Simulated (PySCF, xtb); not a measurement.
Ti(OH)2(H)2 (H₄O₂Ti), SMILES [OH][TiH2][OH], multiplicity 1.

GFN2-xTB in xtb at its own geometry gives an orbital gap of 2.94 eV and a dipole moment of 3.59 D.

Coordinates come from a B3LYP-D3(BJ)/def2-TZVP optimisation. The spin state was assumed, not searched. One conformer was computed; it need not be the lowest.

What does PBE/def2-TZVPD (PySCF) give? (Estimate from the structure and the level; the computed values follow.)

gap 3.40 eV (levels -6.69 and -3.29 eV), dipole 3.38 D.
